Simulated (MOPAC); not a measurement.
Job for MOPAC: PM6 on SiO+, 2S+1 = 2, a spin state set in the input, which need not be the lowest, a point of a bond scan (R = 1.570 Å). Charge +1.

```
PM6 1SCF PRECISE CHARGE=1 UHF MS=0.5 THREADS=1
OSi

O      0.00000000 1     0.00000000 1     0.00000000 1
Si     0.00000000 1     0.00000000 1     1.57024900 1
```

The log:

```
*******************************************************************************
 **                                                                           **
 **                              MOPAC v23.2.5                                **
 **                                                                           **
 *******************************************************************************
 ** MOPAC's Digital Object Identifier: https://doi.org/10.5281/zenodo.6511958 **
 **                                                                           **
 ** Please cite the open-source release paper for use of this MOPAC version:  **
 ** J. E. Moussa and J. J. P. Stewart (2026)                                  **
 ** MOPAC: An open-source semiempirical molecular orbital program             **
 ** J. Open Source Softw., 11(119), 8025, https://doi.org/10.21105/joss.08025 **
 *******************************************************************************

                              PM6 CALCULATION RESULTS

 *******************************************************************************
 *  PM6        - The PM6 Hamiltonian to be used
 *  UHF        - UNRESTRICTED HARTREE-FOCK CALCULATION
 *
 *
 *
 *                 CHARGE ON SYSTEM = +1
 *
 *
 *
 *  MS=        - IN MECI, MAGNETIC COMPONENT OF SPIN =  0.5
 *  PRECISE    - TIGHTER CRITERIA TO BE USED
 *  1SCF       - DO 1 SCF AND THEN STOP
 *  THREADS=1  - MULTI-THREADING NOT USED
 *  T=         - A TIME OF 172800.0 SECONDS REQUESTED
 *  DUMP=N     - RESTART FILE WRITTEN EVERY 7200.0 SECONDS REQUESTED
 *******************************************************************************
PM6 1SCF PRECISE CHARGE=1 UHF MS=0.5 THREADS=1
 OSi

   ATOM   CHEMICAL          X               Y               Z
  NUMBER   SYMBOL      (ANGSTROMS)     (ANGSTROMS)     (ANGSTROMS)

     1       O          0.00000000  *   0.00000000  *   0.00000000  *
     2      Si          0.00000000  *   0.00000000  *   1.57024900  *



          CARTESIAN COORDINATES

    NO.       ATOM           X           Y           Z

     1         O          0.0000      0.0000      0.0000
     2        Si          0.0000      0.0000      1.5702

 General Reference for PM6:
 "Optimization of Parameters for Semiempirical Methods V: Modification of NDDO Approximations
 and Application to 70 Elements", J. J. P. Stewart, J. Mol. Mod., 13, 1173-1213 (2007)
 URL: https://link.springer.com/article/10.1007/s00894-007-0233-4

           Empirical Formula: O Si  =     2 atoms



      MOLECULAR POINT GROUP   :   C*v


          UHF CALCULATION, NO. OF ALPHA ELECTRONS =    5
                           NO. OF BETA  ELECTRONS =    4

 -------------------------------------------------------------------------------
 PM6 1SCF PRECISE CHARGE=1 UHF MS=0.5 THREADS=1
 OSi



     1SCF WAS SPECIFIED, SO BFGS WAS NOT USED
     SCF FIELD WAS ACHIEVED


                              PM6 CALCULATION
                                                       MOPAC v23.2.5 Linux




          FINAL HEAT OF FORMATION =        208.39490 KCAL/MOL =     871.92425 KJ/MOL


          COSMO AREA              =         81.24 SQUARE ANGSTROMS
          COSMO VOLUME            =         67.72 CUBIC ANGSTROMS

          IONIZATION POTENTIAL    =         15.046093 EV
          ALPHA SOMO LUMO (EV)    =        -15.046 -6.170
          BETA  SOMO LUMO (EV)    =        -17.193 -8.217
          NO. OF ALPHA ELECTRONS  =          5
          NO. OF BETA  ELECTRONS  =          4
          MOLECULAR WEIGHT        =         44.0849         POINT GROUP:  C*v

          MOLECULAR DIMENSIONS (Angstroms)

            Atom       Atom       Distance
           Si     2    O     1     1.57025
           Si     2    O     1     0.00000
            O     1   Si     2     0.00000


          SCF CALCULATIONS        =          1





   ATOM   CHEMICAL          X               Y               Z
  NUMBER   SYMBOL      (ANGSTROMS)     (ANGSTROMS)     (ANGSTROMS)

     1       O          0.00000000  *   0.00000000  *   0.00000000  *
     2      Si          0.00000000  *   0.00000000  *   1.57024900  *

                             CARTESIAN COORDINATES

   1    O        0.000000000     0.000000000     0.000000000
   2   Si        0.000000000     0.000000000     1.570249000


           Empirical Formula: O Si  =     2 atoms



      MOLECULAR POINT GROUP   :   C*v


          ALPHA EIGENVALUES
 -34.59849 -21.27211 -18.26462 -18.26462 -15.04609  -6.17024  -6.17024  -5.98346
  -4.95202  -4.95202  -3.33552  -3.33552  -0.69197


           BETA EIGENVALUES
 -32.43104 -18.06556 -17.19345 -17.19345  -8.21657  -5.78971  -5.72882  -5.72882
  -4.94331  -4.94331  -3.00968  -3.00968   0.11943


              NET ATOMIC CHARGES AND DIPOLE CONTRIBUTIONS

  ATOM NO.   TYPE          CHARGE      No. of ELECS.   s-Pop       p-Pop       d-Pop
    1          O          -0.232770        6.2328     1.78220     4.45057
    2         Si           1.232770        2.7672     1.57672     0.60843     0.58208
 DIPOLE           X         Y         Z       TOTAL
 POINT-CHG.     0.000     0.000     4.493     4.493
 HYBRID         0.000     0.000     1.883     1.883
 SUM            0.000     0.000     6.376     6.376


          ATOMIC ORBITAL ELECTRON POPULATIONS

     Atom    s        px        py        pz      x^2-y^2     xz        z^2       yz        xy
    1  O   1.78220   1.61522   1.61522   1.22013
    2 Si   1.57672   0.18886   0.18886   0.23071   0.00000   0.19593   0.19023   0.19593   0.00000


                    (SZ)    =    0.500000
                    (S**2)  =    0.760703


          ATOMIC ORBITAL SPIN POPULATIONS

    Atom   Total    s     px     py     pz   x^2-y^2  xz     z^2    yz     xy
         Atomic
    1  O  0.6041  0.018  0.040  0.040  0.506
    2 Si  0.3959  0.326 -0.017 -0.017  0.044  0.000 -0.023  0.106 -0.023  0.000

 **********************
 *                    *
 * JOB ENDED NORMALLY *
 *                    *
 **********************




 == MOPAC DONE ==
```

The run finished.

Cost: around 0.020 core-seconds (rough).
